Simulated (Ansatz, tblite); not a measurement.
Removing and adding an electron: W(NH)2F2 (WN2F2H2). Total charge 0; singlet. Geometry: PBE-D4/def2-SVP. Ansatz, gas phase; energy differences of separate SCF runs; the oxidised species was run as a doublet alone; the reduced species was run as a doublet alone.

```xyz
7

W    -0.1986    0.4019   -0.3332
N     0.1399    0.5776    1.3828
H     0.4471    0.2624    2.3072
N     0.1865   -1.2382   -0.8352
H     0.5103   -2.2001   -0.7008
F     0.9738    1.5601   -1.2568
F    -2.0589    0.6362   -0.5641
```

In the def2 sets W takes a core potential; there is no spin–orbit coupling. The xTB rows come from tblite.

(1) Estimate orbital energies and vertical ionisation energies and electron affinities at: GFN1-xTB; GFN2-xTB; PBE-D4/def2-TZVP; PBE-D4/def2-TZVPD; r2SCAN-D4/def2-TZVP; r2SCAN-D4/def2-TZVPD; PBE0-D4/def2-TZVP; PBE0-D4/def2-TZVPD.

Results:

(1) 
```csv
level,−HOMO (eV),vertical IE (eV),−LUMO (eV),vertical EA (eV),HOMO–LUMO gap (eV),IE − EA (eV),remarks
GFN1-xTB,11.07,14.34,6.89,3.82,4.19,10.52,–
GFN2-xTB,10.62,14.09,7.93,4.80,2.69,9.29,–
PBE-D4/def2-TZVP,6.90,10.14,2.51,–,4.38,–,–
PBE-D4/def2-TZVPD,6.95,–,2.60,-0.17,4.35,–,HOMO above zero (-1 doublet)
r2SCAN-D4/def2-TZVP,7.21,10.17,2.44,–,4.77,–,–
r2SCAN-D4/def2-TZVPD,7.23,–,2.48,-0.20,4.74,–,HOMO above zero (-1 doublet)
PBE0-D4/def2-TZVP,8.27,10.31,1.74,–,6.53,–,–
PBE0-D4/def2-TZVPD,8.30,–,1.82,-0.03,6.48,–,HOMO above zero (-1 doublet)
```

   A HOMO above zero means that the electron is unbound at that level or that self-interaction error raises the level; the energy of removing that electron tells which. Raw xTB energy differences between charge states are shifted by several eV; the methods need an empirical correction for them. A negative affinity means that the extra electron isn't bound; its size then hangs on the basis.
